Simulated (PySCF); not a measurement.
Ge(H)2(Cl)(Me) (CH₅ClGe), SMILES [CH3][GeH2][Cl]. Atoms are numbered in the order given.

```xyz
8

Ge    -0.4426    -0.3734     0.0000
C      1.0667    -1.6135     0.0000
Cl     0.3711     1.6584     0.0000
H     -1.3076    -0.5049    -1.2685
H     -1.3076    -0.5049     1.2685
H      1.6845    -1.4504     0.8947
H      0.7000    -2.6518     0.0000
H      1.6845    -1.4504    -0.8947
```

Coordinates come from a B3LYP-D3(BJ)/def2-SVP optimisation.

Method: ωB97X/def2-TZVPD (PySCF).

```json
{
  "total_energy": "-2578.42647 hartree",
  "point_group": "Cs",
  "highest_occupied_level": "-10.92 eV",
  "lowest_empty_level": "1.62 eV",
  "orbital_gap": "12.55 eV",
  "dipole_moment": "2.58 D",
  "quadrupole, principal values (traceless, Buckingham form, about the centre of nuclear charge)": "-1.75, 0.44, 1.32 D·Å",
  "mean_static_polarisability": "59.0 bohr³ (8.74 Å³)",
  "polarisability_principal_values": "52.2, 57.9, 66.9 bohr³"
}
```
